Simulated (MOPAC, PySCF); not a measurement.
H₆Si₃, SMILES `[SiH2]1[SiH2][SiH2]1`, neutral singlet in the gas phase. 

Cartesian coordinates (Å):
```xyz
9

Si    -0.8145    -1.0716     0.0954
Si    -0.5199     1.2453     0.0057
Si     1.3344    -0.1736    -0.1011
H     -1.4067    -1.7575    -1.0742
H     -1.2116    -1.6873     1.3808
H     -0.9331     1.9664    -1.2183
H     -0.7380     2.0366     1.2367
H      2.2423    -0.2440     1.0651
H      2.0472    -0.3142    -1.3900
```
Charge 0, spin multiplicity 1.

All levels are single points at this geometry (B3LYP-D3(BJ)/def2-TZVP); Pople sets use spherical d functions. Orbital energies aren't observables, and empty levels follow the basis.

| level | HOMO (eV) | LUMO (eV) | gap (eV) | dipole (D) | vertical IE, Delta-SCF (eV) |
|---|---|---|---|---|---|
| B3LYP-D3(BJ)/def2-TZVP in PySCF | -6.72 | -1.23 | 5.50 | 0.00 | – |
| PBE-D3(BJ)/def2-TZVP in PySCF | -5.97 | -2.00 | 3.97 | 0.00 | – |
| B3LYP/6-311+G** in PySCF | -6.75 | -1.06 | 5.69 | 0.00 | – |
| B3LYP/LANL2DZ in PySCF | -6.99 | -0.19 | 6.81 | 0.00 | – |
| BP86/6-31G* in PySCF | -5.99 | -1.56 | 4.43 | 0.00 | – |
| PBE/6-31G* in PySCF | -5.90 | -1.50 | 4.40 | 0.00 | – |
| SVWN5/6-31G* in PySCF | -5.95 | -1.58 | 4.36 | 0.00 | – |
| HF/6-31G* in PySCF | -9.05 | 2.67 | 11.72 | 0.00 | 8.09 |
| HF/STO-3G in PySCF | -5.98 | 9.82 | 15.80 | 0.00 | – |
| AM1 in MOPAC | -9.91 | -1.44 | 8.47 | 0.00 | – |
| PM3 in MOPAC | -8.98 | -2.10 | 6.89 | 0.00 | – |
| PM6 in MOPAC | -8.28 | -0.87 | 7.41 | 0.00 | – |
| PM7 in MOPAC | -9.77 | -1.65 | 8.12 | 0.00 | – |
